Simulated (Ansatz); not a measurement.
Ansatz results at the PBE0-D4/def2-TZVP geometry: HOMO energy (PBE0/def2-TZVPP) -8.46 eV; HOMO energy (B3LYP/def2-TZVPP) -8.22 eV; HOMO–LUMO gap (B3LYP/def2-TZVPP) 7.97 eV.

Each molecule was computed in one conformer, which needn't be the lowest.

(1) Which molecule gave them?
A. `[AlH2][O][SiH2][AlH2]`
B. `CC1=NCS1`
C. `[SiH3]OCCCl`
D. `CN=C=CCl`

Answers

(1) C. The others give `[AlH2][O][SiH2][AlH2]`: -7.14, -6.96, 4.74; `CN=C=CCl`: -6.52, -6.31, 5.18; `CC1=NCS1`: -7.02, -6.79, 6.13.

B3LYP here is the variant with VWN-RPA as its local correlation; programs differ in this.
